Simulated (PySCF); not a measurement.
## Spinor energies of Cd¹³⁺ (cadmium, charge +13)

Start: [Ar] 3d10 4s2 4p5; 4p1/2 filled at m_j = +1/2; 4p3/2 filled at m_j = -3/2, -1/2, +1/2, +3/2. Calculated with PySCF 2.14 in an even-tempered Gaussian basis (18 s from 0.58 bohr⁻², ratio 2.8; 14 p from 0.75 bohr⁻², ratio 2.8; 9 d from 1.3 bohr⁻², ratio 2.8; 4 f from 5.6 bohr⁻², ratio 3): generalised Hartree-Fock with the X2C-1e Hamiltonian and a Gaussian nucleus; one run each with spin-orbit coupling (SO) screened by Boettger's factors, then bare. This is a chosen level, not necessarily the ground level.

| spinor shell | electrons | ε, screened SO (eV) | ε, bare SO (eV) | weight of nominal j (bare SO) | rms radius, bare SO (bohr) |
| --- | --- | --- | --- | --- | --- |
| 1s1/2 | 2 | -27146.8 | -27146.6 | 1.000 | 0.0348 |
| 2s1/2 | 2 | -4374.9 | -4374.9 | 1.000 | 0.142 |
| 2p1/2 | 2 | -4083.4 | -4089.7 | 1.000 | 0.123 |
| 2p3/2 | 4 | -3889.3 | -3886.6 | 1.000 | 0.128 |
| 3s1/2 | 2 | -1088.0 | -1088.0 | 1.000 | 0.380 |
| 3p1/2 | 2 | -969.10 | -970.26 | 1.000 | 0.374 |
| 3p3/2 | 4 | -933.64 | -933.17 | 1.000 | 0.384 |
| 3d3/2 | 4 | -726.45 | -727.63 | 1.000 | 0.358 |
| 3d5/2 | 6 | -719.44 | -718.69 | 1.000 | 0.362 |
| 4s1/2 | 2 | -383.70 | -383.70 | 0.999 | 0.862 |
| 4p1/2 | 1 | -341.23 | -341.49 | 1.000 | 0.888 |
| 4p3/2 | 4 | -331.26 | -331.16 | 1.000 | 0.909 |

```json
{"quantity": "E (hartree)", "screened SO": "-5534.47640", "bare SO": "-5534.57710"}
{"quantity": "M_J", "screened SO": "1/2", "bare SO": "1/2"}
{"quantity": "⟨J²⟩", "screened SO": "0.754", "bare SO": "0.754"}
{"quantity": "⟨L²⟩", "screened SO": "2.020", "bare SO": "2.021"}
{"quantity": "⟨S²⟩", "screened SO": "0.763", "bare SO": "0.765"}
```

Each row is a mean over spinors that exchange with the open shell spreads, by up to 2.819 eV (3p1/2).

Breit and QED terms are absent; they matter most for the inner s and p1/2 levels.

Densities and radii are taken from the X2C orbitals without a picture-change correction, which distorts them close to the nucleus.
